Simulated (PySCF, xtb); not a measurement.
ReF₃, SMILES [F][Re]([F])[F] (connectivity only; charge and spin as stated), neutral, multiplicity 3.

Harmonic wavenumbers (cm⁻¹) from GFN2-xTB in xtb at its own minimum, in rising order: 49, 141, 169, 514, 550, 555.

Q: What does PBE-D3(BJ)/def2-TZVP (PySCF 2.14.0) give at its own minimum? (An estimate is asked for; the answer gives what the named calculation found.)

A: 169, 169, 174, 712, 716, 716. Paired by order, the mean absolute difference is 113 cm⁻¹ and the zero-point energies are 2.8 and 3.8 kcal/mol.
